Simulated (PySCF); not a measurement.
# Identify the compound

The spectra below were simulated for a compound C₄H₄F₃N₃.

$^{1}$H NMR (600 MHz, computed): δ 7.90 (m, 1H), 4.29 (s, 3H).

$^{13}$C{$^{1}$H} NMR (computed): δ 147.2 (C), 131.4 (CH), 131.1 (C), 36.4 (CH3).

Level of theory: geometry: GFN2-xTB, NMR shieldings at PBE0/pcSseg-1/GIAO, in PySCF 2.14 (a single conformation, averaged over atoms made equivalent by symmetry, fast rotation or ring inversion, gas phase, non-relativistic Hamiltonian).

δ = σ(ref) − σ, references computed at the same level: TMS for $^{1}$H (σref 31.72) and $^{13}$C (σref 186.93).

Q: Choose the structure that fits.
A. Cn1nncc1C(F)(F)F
B. FC(F)(F)Cn1cnnc1
C. Cn1cc(C(F)(F)F)nn1

A: C. 

The formula gives 3 degrees of unsaturation (1 ring in the answer). 4 carbon signals for 4 carbons: no two carbons are equivalent. Carbon types of the structure: 2 × C, 1 × CH, 1 × CH3, which accounts for all hydrogens. δC 147.2: substituted aromatic carbon next to a ring nitrogen. δC 131.4: aromatic CH next to a ring nitrogen. δC 131.1: CF3 carbon; 3 electronegative neighbours deshield it. δH 7.90: hydrogen on an aromatic CH next to a ring nitrogen; ring-current deshielding. δH 4.29: hydrogen on a methyl carbon bonded to N; its carbon carries N, which withdraws density.

The others: FC(F)(F)Cn1cnnc1 would give 3 carbon signals, not 4; Cn1nncc1C(F)(F)F has carbons computed at 139.7, 135.4, 131.1, 35.7.

Splittings by $^{19}$F in the carbon and heteronuclear signals aren't shown, as no couplings were computed. Shifts are as computed. Against solution values, carbons near 30 ppm lie about +3 ppm off and those near 130 ppm about +5 ppm. Of 1211 compounds with measured shifts, 218 miss one by over three times the rms of a fit or turn the order of signals round; such compounds aren't used in these exercises. No couplings were computed; multiplicities are counted from neighbouring protons, with m where these are inequivalent, close in shift, in a saturated or five-membered ring or joined by F or P, and br s for small geminal =CH2 splittings.
